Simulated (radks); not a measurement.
Kinetic energies: the exact non-interacting value of the Kohn-Sham orbitals and orbital-free approximations, as 100 (|E| - |E exact|)/|E exact|, negative where the magnitude is too small. Species: Mo [Kr] 4d5 5s1; H 1s1; Cl2+ [Ne] 3s2 3p3; Re [Xe] 4f14 5d5 6s2; Lu+ [Xe] 4f14 6s2. Method: non-relativistic Kohn-Sham, PBE, spin-polarised, spherical densities, point nucleus; computed with a radial shooting solver on a logarithmic mesh with Libxc functionals. Every spin shell is full or empty, so the densities are truly spherical. Functionals are evaluated on that one density, not self-consistently.

exact (hartree): Mo 3975.27; H 0.494812; Cl2+ 458.126; Re 15784.2; Lu+ 13851.6
Thomas-Fermi: Mo -5.57; H -8.99; Cl2+ -7.17; Re -4.75; Lu+ -4.86
TF + vW: Mo +38.47; H +91.01; Cl2+ +52.70; Re +31.46; Lu+ +32.04
LC94: Mo +0.08; H +1.69; Cl2+ +0.18; Re -0.01; Lu+ -0.05
APBEK: Mo +0.14; H +1.56; Cl2+ +0.30; Re +0.02; Lu+ -0.01
revAPBEK: Mo +0.34; H +2.46; Cl2+ +0.65; Re +0.16; Lu+ +0.13
Perdew 92: Mo -0.67; H +2.14; Cl2+ -0.51; Re -0.72; Lu+ -0.75
Thakkar: Mo -0.50; H +1.92; Cl2+ -0.05; Re -0.79; Lu+ -0.80
Pearson: Mo -0.97; H -2.89; Cl2+ -1.49; Re -0.89; Lu+ -0.93
DePristo-Kress: Mo -0.06; H +1.98; Cl2+ +0.09; Re -0.23; Lu+ -0.25
Ernzerhof: Mo -0.37; H +5.74; Cl2+ +0.09; Re -0.51; Lu+ -0.54
